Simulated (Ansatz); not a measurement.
# Nudged elastic band run: AlGeH7NOSb

Input:

```yaml
crystal:
  periodic: [false, false, false]
  atoms:
    - { symbol: Al, position_ang: [-0.757928, 2.401431, 1.249443] }
    - { symbol: O, position_ang: [-0.120947, 0.900494, 1.727064] }
    - { symbol: Sb, position_ang: [-0.030057, -1.093842, 1.79808] }
    - { symbol: "N", position_ang: [-0.372454, -1.599408, -0.159296] }
    - { symbol: Ge, position_ang: [0.575053, -1.071615, -1.661819] }
    - { symbol: H, position_ang: [-0.043333, 3.70944, 1.780078] }
    - { symbol: H, position_ang: [-2.041952, 2.45808, 0.319079] }
    - { symbol: H, position_ang: [1.685719, -1.116388, 1.548786] }
    - { symbol: H, position_ang: [-1.35224, -1.816184, -0.339428] }
    - { symbol: H, position_ang: [2.069554, -1.23237, -1.325584] }
    - { symbol: H, position_ang: [0.163978, -1.993538, -2.831524] }
    - { symbol: H, position_ang: [0.301506, 0.3988, -2.070777] }
basis:
  gaussian: { orbitals: def2-SVP }
hamiltonian:
  xc: b3lyp
neb:
  order_check: false
  images: 5
  f_tol: 0.05
  max_iterations: 42
  initial_path: idpp
  final_atoms:
    - { symbol: Al, position_ang: [-0.72257082, 2.62704618, 1.42963569] }
    - { symbol: O, position_ang: [-0.49291331, 0.95229559, 1.28792484] }
    - { symbol: Sb, position_ang: [-0.0612327, -0.95697911, 1.68464478] }
    - { symbol: "N", position_ang: [-0.27974324, -1.78854899, -0.17176738] }
    - { symbol: Ge, position_ang: [0.53427937, -1.27114765, -1.75697207] }
    - { symbol: H, position_ang: [-0.12418891, 3.39687734, 2.68105521] }
    - { symbol: H, position_ang: [-1.54516685, 3.3719725, 0.29982525] }
    - { symbol: H, position_ang: [1.64276982, -0.73735484, 1.44018956] }
    - { symbol: H, position_ang: [-1.20105381, -2.20845664, -0.29704077] }
    - { symbol: H, position_ang: [1.98002132, -0.88220511, -1.39456291] }
    - { symbol: H, position_ang: [0.51713562, -2.48015309, -2.72096168] }
    - { symbol: H, position_ang: [-0.17043751, -0.07844619, -2.44786851] }
```

Launched with:

```bash
$ ansatz run input.yaml --threads 2 --pin off --max-ram 3072MiB --backend cpu --events-out ev --progress --plain --runs-dir out
```

Output, in part (warnings, iteration lines, the closing report on the highest movable image, with atoms numbered from 0):

```
NEB end point (image 0): max|allowed force component| = 1.299e-2 eV/Å (the criterion of neb.relax_end_points is 1.000e-2)
NEB end point (image 6): max|allowed force component| = 8.551e-3 eV/Å (the criterion of neb.relax_end_points is 1.000e-2)
NEB iter   1: max|band force component| = 7.713e-1 eV/Å  barrier→ = 0.0263 eV  barrier← = 0.0214 eV  Δτ_max = 0.0494 Å  (189 SCF iters)
NEB iter   2: max|band force component| = 3.598e-1 eV/Å  barrier→ = 0.0087 eV  barrier← = 0.0038 eV  CI = image 3  Δτ_max = 0.0391 Å  (164 SCF iters)
NEB iter   3: max|band force component| = 1.377e-1 eV/Å  barrier→ = 0.0053 eV  barrier← = 0.0004 eV  CI = image 4  Δτ_max = 0.0111 Å  (158 SCF iters)
NEB iter   4: max|band force component| = 4.221e-2 eV/Å  barrier→ = 0.0045 eV  barrier← = -0.0005 eV  CI = image 5  Δτ_max = 0.0000 Å  (274 SCF iters)
Total energy: -73297.05394698 eV, -2693.6170500239 hartree
Atom 0 at    -0.497945     2.701229     1.326258 Å, force     0.001283     0.016681    -0.004587 eV/Å
Atom 1 at    -0.286680     1.020311     1.350415 Å, force    -0.003395    -0.028753     0.009854 eV/Å
Atom 2 at     0.015816    -0.911493     1.749097 Å, force     0.003011     0.014055    -0.007663 eV/Å
Atom 3 at    -0.393754    -1.757056    -0.069286 Å, force     0.001192     0.004120     0.012323 eV/Å
Atom 4 at     0.353964    -1.345953    -1.715897 Å, force    -0.000480    -0.000326    -0.006845 eV/Å
Atom 5 at     0.266495     3.595774     2.389390 Å, force    -0.001178    -0.001532    -0.001650 eV/Å
Atom 6 at    -1.463480     3.330672     0.239748 Å, force     0.001045    -0.001037     0.002254 eV/Å
Atom 7 at     1.710046    -0.831053     1.383493 Å, force     0.000253    -0.001766    -0.000468 eV/Å
Atom 8 at    -1.352140    -2.101768    -0.123410 Å, force    -0.003158    -0.000943    -0.004432 eV/Å
Atom 9 at     1.855156    -1.109162    -1.465741 Å, force    -0.000601    -0.000122     0.001849 eV/Å
Atom 10 at     0.136839    -2.555512    -2.653898 Å, force     0.001886    -0.000865    -0.000705 eV/Å
Atom 11 at    -0.267417    -0.091088    -2.376067 Å, force     0.000144     0.000487     0.000072 eV/Å
Dipole moment:    -0.107152    -0.335654     0.120344 e Å
```

The run converged. The highest image is an end point: on this band no image between the ends rises above it.

Final band:

| image | path coordinate (Å) | energy (eV) |
| --- | --- | --- |
| 0 | 0.00 | 0.000 |
| 1 | 0.34 | 0.000 |
| 2 | 0.68 | 0.002 |
| 3 | 1.02 | 0.003 |
| 4 | 1.36 | 0.004 |
| 5 | 1.69 | 0.004 |
| 6 | 2.02 | 0.005 |

The run took 2.9 min on 2 threads of Arm Neoverse V1 (shared host), peak memory 0.47 GiB.
